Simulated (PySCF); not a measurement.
Run record: geometry optimisation, `C(I)(=C)C#[N+][AlH3-]`.

Computed with PBE0-D3(BJ)/def2-SVP geometry optimisation, gas phase, def2 core potentials past Kr (PySCF 2.14.0). Start geometry: GFN2-xTB. The input is one job of a driver script: a line of settings, then coordinates in Å.

Input:
```
{"job": {"xc": "PBE0", "basis": "def2-SVP", "d3": "d3bj", "grid": 1, "maxiter": 30, "shake": 0.01, "kind": "geom"}, "charge": 0, "multiplicity": 1}
C     -2.224010    -0.566440     0.010380
C     -1.571120     0.587810    -0.161940
I     -2.501700     2.454770    -0.582350
C     -0.143610     0.684190    -0.084450
N      0.964640     0.807500    -0.033230
Al     2.516560    -0.376910     0.151890
H     -1.710360    -1.462280     0.214010
H     -3.302450    -0.571420    -0.066700
H      1.822300    -1.777130     0.399600
H      3.042680    -0.096140    -1.284910
H      3.145190     0.290230     1.422040
```

Output:
```
step   0  E = -711.62153828  max force = 0.130222
step   1  E = -711.63407559  max force = 0.021038
step   2  E = -711.63580087  max force = 0.009476
step   3  E = -711.63767603  max force = 0.010854
step   4  E = -711.63848505  max force = 0.012642
step   5  E = -711.63931037  max force = 0.007580
step   6  E = -711.64005141  max force = 0.003870
step   7  E = -711.64014457  max force = 0.001892
step   8  E = -711.64018013  max force = 0.000691
step   9  E = -711.64019692  max force = 0.000486
step  10  E = -711.64018541  max force = 0.000552
step  11  E = -711.64019348  max force = 0.000486
step  12  E = -711.64019157  max force = 0.000392
step  13  E = -711.64019403  max force = 0.000323
step  14  E = -711.64019533  max force = 0.000276
optimisation converged
```

Energies in Eh; «max force» is the largest Cartesian gradient component in Eh/bohr.

Task: At which steps does the energy rise by more than 1e-5 Eh?

Result: At step 10 (+0.01 mEh).

Main results: final energy -711.64020 Eh after 14 steps; dipole 8.31 D.

The run took 2.1 min on one thread, Intel Xeon Platinum 8124M at 3.00 GHz (x86_64), shared host with 72 logical CPUs at a one-minute load of 13, and the process peaked at 0.53 GiB of memory.
Labels such as C1 count atoms from 1, the log's own numbers from 0.
